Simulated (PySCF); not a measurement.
Species: C₅H₁₂N₂Si.
Z-matrix (Å and degrees, PBE0-D3(BJ)/def2-SVP geometry), rows numbered from 1:
```
C 
N   1  1.4344
C   2  1.2641  1  118.55
C   3  1.5003  2  122.13  1   179.43
C   4  1.5409  3  110.35  2  -123.27
N   5  1.4501  4  107.14  3   -80.40
Si  6  1.7351  5  113.97  4   -27.73
C   4  1.5460  3  110.72  2   117.65
H   1  1.1028  2  109.56  3  -122.04
H   1  1.1090  2  114.21  3    -0.02
H   1  1.1027  2  109.48  3   121.92
H   3  1.1135  2  121.68  1    -0.31
H   4  1.1007  3  106.59  2    -3.48
H   5  1.1049  4  109.88  3    40.58
H   5  1.1100  4  108.96  3   156.97
H   6  1.0108  5  116.79  4   167.55
H   7  1.5005  6  115.53  5  -111.09
H   7  1.4993  6  113.48  5   125.73
H   8  1.1002  4  112.00  3   -39.51
H   8  1.1026  4  109.89  3  -158.34
```

The closed-shell ground state was solved at several levels (PySCF, density fitting, gas phase, non-relativistic).

```json
{"level": "PBE/pcSseg-1", "basis functions": "203", "HOMO (eV)": "-5.21", "LUMO (eV)": "-1.02", "gap (eV)": "4.19", "dipole (D)": "1.12"}
{"level": "PBE0/def2-SVPD", "basis functions": "260", "HOMO (eV)": "-6.65", "LUMO (eV)": "-0.07", "gap (eV)": "6.58", "dipole (D)": "1.24"}
```

Problem. Estimate the row for PBE0/pcSseg-1, a basis of 203 functions; the other rows only guide the guess.

Solution. HOMO -6.59 eV, LUMO 0.08 eV, gap 6.67 eV, dipole 1.21 D.

Problem. Over all these levels, which gives the widest orbital gap and which the narrowest?

Solution. PBE0/pcSseg-1 (global hybrid, 25 % exact exchange) has the widest, 6.67 eV, and PBE/pcSseg-1 (GGA) the narrowest, 4.19 eV. The two share the basis. From the narrowest to the widest the HOMO moves by -1.38 eV and the LUMO by +1.10 eV.

Problem. How far do the dipole and the HOMO energy spread over the levels?

Solution. The dipole runs from 1.12 to 1.24 D (mean 1.19 D) and the HOMO from -6.65 to -5.21 eV.

One conformer stands for the species.
